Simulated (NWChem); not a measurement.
# silanone (SiH2O); SMILES [SiH2]=O

```xyz
4

Si     0.0000     0.0000    -0.4410
O      0.0000     0.0000     1.0911
H      0.0000    -1.2354    -1.2774
H      0.0000     1.2354    -1.2774
```
Atoms are numbered in this order, from 1.

Program: NWChem. Structure relaxed at the PBE0/def2-SVP level. Ions are spin-unrestricted doublets at the neutral geometry; other ion states weren't tried.

Taking CAM-B3LYP/def2-TZVPD as the yardstick, which of these has the fewest basis functions while keeping “vertical ionisation energy, ΔSCF (eV)” within 0.05 eV of it: CAM-B3LYP/def2-SVP; CAM-B3LYP/def2-TZVP; CAM-B3LYP/def2-SVPD; CAM-B3LYP/STO-3G?

CAM-B3LYP/def2-SVPD.
```json
[
 {"level": "CAM-B3LYP/STO-3G", "basis functions": "16", "vertical ionisation energy, ΔSCF (eV)": "6.85", "relative time (rough)": "1"},
 {"level": "CAM-B3LYP/def2-SVP", "basis functions": "42", "vertical ionisation energy, ΔSCF (eV)": "10.61", "relative time (rough)": "4"},
 {"level": "CAM-B3LYP/def2-SVPD", "basis functions": "63", "vertical ionisation energy, ΔSCF (eV)": "10.79", "relative time (rough)": "10"},
 {"level": "CAM-B3LYP/def2-TZVP", "basis functions": "80", "vertical ionisation energy, ΔSCF (eV)": "10.73", "relative time (rough)": "30"},
 {"level": "CAM-B3LYP/def2-TZVPD", "basis functions": "101", "vertical ionisation energy, ΔSCF (eV)": "10.75", "relative time (rough)": "70"}
]
```

The yardstick is one finite set, not the basis-set limit.
